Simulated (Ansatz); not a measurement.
Ansatz (a first-principles code) input (RI-MP2/def2-QZVPPD):
A basis named .json is the Basis Set Exchange file of that set.

Ansatz 0.2 input:
```yaml
crystal:
  periodic: [false, false, false]
  atoms:
    - {symbol: Si, position_ang: [-0.48600714, -0.00332273, -0.06309540]}
    - {symbol: C, position_ang: [-2.32126024, -0.01586996, -0.30135536]}
    - {symbol: Br, position_ang: [0.17167494, 1.96990524, 0.72190295]}
    - {symbol: Br, position_ang: [0.54089652, -0.38131167, -1.99829306]}
    - {symbol: Br, position_ang: [0.11011366, -1.58296904, 1.38319442]}
    - {symbol: H, position_ang: [-2.81857188, 0.17005647, 0.65126254]}
    - {symbol: H, position_ang: [-2.63700915, -0.98614186, -0.68637929]}
    - {symbol: H, position_ang: [-2.60673671, 0.76096506, -1.01156583]}
basis:
  gaussian:
    orbitals: def2-QZVPPD.json
    fitting: {mean_field: def2-universal-jkfit, correlation: def2-QZVPPD-RIFIT.json}
magnetization: {spin_polarized: true, initial_magnetization: 2}
correlation: {method: mp2, electrons: outside_noble_gas}
```

Output:

```
Functional definition: HF
integrals: 2.35 GiB planned
1055 factors; integrals over basis functions are off by at most 1.6e0 eV
2.48 GiB of device memory are held for the factors and their scratch space
mean field: 4.58 GiB planned
mean field evaluation 1: about -218936.5476 eV, gradient 2.1e1 eV
mean field evaluation 2: about -218938.8517 eV, gradient 1.1e1 eV
mean field evaluation 4: about -218939.6631 eV, gradient 1.6e0 eV
mean field evaluation 8: about -218939.7915 eV, gradient 1.1e-1 eV
mean field evaluation 16: about -218939.9660 eV, gradient 1.8e0 eV
mean field evaluation 32: about -218940.1355 eV, gradient 1.4e-4 eV
mean field evaluation 64: about -218940.1349 eV, gradient 1.1e-1 eV
mean field evaluation 96: about -218940.5393 eV, gradient 8.3e-2 eV
mean field evaluation 128: about -218940.5354 eV, gradient 4.1e-2 eV
mean field evaluation 160: about -218938.9029 eV, gradient 4.4e0 eV
mean field evaluation 192: about -218940.5400 eV, gradient 5.5e-2 eV
mean field evaluation 224: about -218939.7775 eV, gradient 5.1e-1 eV
mean field evaluation 256: about -218940.5401 eV, gradient 1.5e-3 eV
mean field -218940.54013387 eV, -8045.9164466915 hartree, gradient 1.6e-6 eV, S^2 2.018888; 23 other end points of the search recorded, 0 dependent functions left out
48 core orbitals not correlated
1477 factors; their error is unknown
reference -218940.54013387 eV, -8045.9164466915 hartree; 17, 15 occupied and 467, 469 virtual orbitals, 1477 factors
second order -22.81225915 eV of doubles, -0.00000000 eV of singles
Total energy: -218963.35239302 eV, -8046.7547817527 hartree
```

This state (charge 0, triplet) is run at the relaxed geometry of the species with charge 0 and multiplicity 1, and is a spin state other than that species' own.
